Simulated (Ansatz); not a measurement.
Compare A (`[SiH3]/N=[CH]\[SnH3]`) with its isomer B (`[CH3][SnH]1[NH][SiH2]1`).

Calculated with Ansatz (gas phase, PBE0-D4/def2-TZVP geometries, no zero-point term in ΔE). CCSD(T)/CBS adds triple-zeta CCSD(T) − MP2 to the extrapolated MP2 energy (def2 sets, frozen cores). Functionals use def2-TZVPP. B3LYP here is the variant with VWN-RPA as its local correlation; programs differ in this. def2 core potentials past Kr. For Sn outer-core shells are correlated without core-valence functions, which leaves a few kJ/mol of doubt a bond.

A:

Z-matrix (Å, degrees):
```
Si
N 1 1.738
H 1 1.496 2 111.8
H 1 1.483 2 108.1 3 120.5
H 1 1.483 2 108.1 3 -120.5
C 2 1.257 1 127.6 3 0.0
Sn 6 2.202 2 129.2 1 -0.0
H 6 1.102 2 117.6 1 180.0
H 7 1.706 6 111.4 2 61.5
H 7 1.706 6 111.4 2 -61.3
H 7 1.710 6 105.7 2 -179.9
```

B:

Z-matrix (Å, degrees):
```
C
Sn 1 2.140
H 1 1.090 2 110.2
H 1 1.089 2 109.0 3 120.3
H 1 1.090 2 109.2 3 -120.0
N 2 2.102 1 109.2 3 -169.4
Si 2 2.473 1 126.7 3 -124.9
H 2 1.716 1 110.3 3 68.4
H 6 1.006 2 138.9 1 -83.1
H 7 1.492 2 120.8 1 173.0
H 7 1.490 2 123.7 1 27.0
```

Task: Which isomer does CCSD(T)/CBS put lower? Give the gap. (Estimate.)

Result: Computed: B, by 24.8 kcal/mol.

Task: Give E(B) − E(A) in kcal/mol with HF/def2-TZVPP, CCSD/def2-TZVPP, B2PLYP, PBE-D4, MP2/def2-TZVPP, B3LYP-D4, ωB97M-V. (Estimate.)

Result: The calculation gave: HF/def2-TZVPP -12.3, CCSD/def2-TZVPP -20.1, B2PLYP -21.2, PBE-D4 -23.8, MP2/def2-TZVPP -25.7, B3LYP-D4 -18.8, ωB97M-V -21.3. None reverses the order clearly.

Largest T1 diagnostic: 0.015.

From PBE to PBE0 (25 % exact exchange), in def2-TZVPP and without D4, E(B) − E(A) moves by −0.9 kcal/mol. In def2-TZVPP, CCSD(T) changes the Hartree–Fock value by −8.4 kcal/mol (the triples alone add −0.6 kcal/mol) and MP2 by −13.4 kcal/mol.
